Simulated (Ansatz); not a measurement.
Input file for FHIn, SMILES `[F][InH]` radical:

```yaml
crystal:
  periodic: [false, false, false]
  atoms:
    - {symbol: F, position_ang: [1.088408, 0.989526, 0.694311]}
    - {symbol: In, position_ang: [-0.522479, 0.355087, -0.244849]}
    - {symbol: H, position_ang: [-0.576929, -1.409413, -0.462762]}
basis:
  gaussian: {orbitals: def2-SVP}
magnetization: {spin_polarized: true, initial_magnetization: 1}
correlation: {method: ccsd_t}
scf: {omitted_lower_state_checks: [cluster_reference]}
```

```sh
$ ansatz run in.yaml --threads 2 --pin off --events-out ev --progress --plain
```

Log, shortened:

```
Functional definition: HF
518 factors; integrals over basis functions are off by at most 4.1e-4 eV
mean field evaluation 1: about -7865.4091 eV, gradient 2.3e1 eV
mean field evaluation 2: about -7865.4547 eV, gradient 2.3e1 eV
mean field evaluation 4: about -7867.8384 eV, gradient 1.8e0 eV
mean field evaluation 8: about -7867.9290 eV, gradient 2.8e-1 eV
mean field evaluation 16: about -7867.9320 eV, gradient 2.4e-6 eV
mean field -7867.93196304 eV, -289.1411665657 hartree, gradient 2.5e-6 eV, S^2 0.769745; 0 other end points of the search recorded, 0 dependent functions left out
5 core orbitals not correlated: weight in the atoms' cores, before any rotation towards them, 1.000 or more for the frozen orbitals, at most 0.000 for the correlated occupied ones
reference -7867.93196304 eV, -289.1411665657 hartree; 11, 10 occupied and 29, 30 virtual orbitals, 518 factors
second order -7.06373391 eV of doubles, -0.00000000 eV of singles
cycle   1  -7.10532157 eV  change   -4.2e-2 eV  update   9.1e-2
cycle   2  -7.32175447 eV  change   -2.2e-1 eV  update   3.4e-2
cycle   3  -7.41804015 eV  change   -9.6e-2 eV  update   2.3e-2
cycle   4  -7.42205176 eV  change   -4.0e-3 eV  update   6.8e-3
cycle   5  -7.41874570 eV  change    3.3e-3 eV  update   3.2e-3
cycle   6  -7.41917838 eV  change   -4.3e-4 eV  update   1.2e-3
cycle   7  -7.41950122 eV  change   -3.2e-4 eV  update   6.2e-4
cycle   8  -7.41949055 eV  change    1.1e-5 eV  update   2.7e-4
cycle   9  -7.41952997 eV  change   -3.9e-5 eV  update   1.3e-4
cycle  10  -7.41954637 eV  change   -1.6e-5 eV  update   4.3e-5
cycle  11  -7.41953481 eV  change    1.2e-5 eV  update   2.2e-5
perturbative correction -0.14941376 eV, -0.0054908544 hartree
Total energy: -7875.50091161 eV, -289.4193202953 hartree
Checks for a lower state left out: cluster_reference
```

It took 1.2 s on 2 threads of a server CPU on a shared host, with 0.14 GiB of host memory at the peak.

Correlation energy per correlated electron: -0.360 eV. T1 diagnostic: 0.0167.
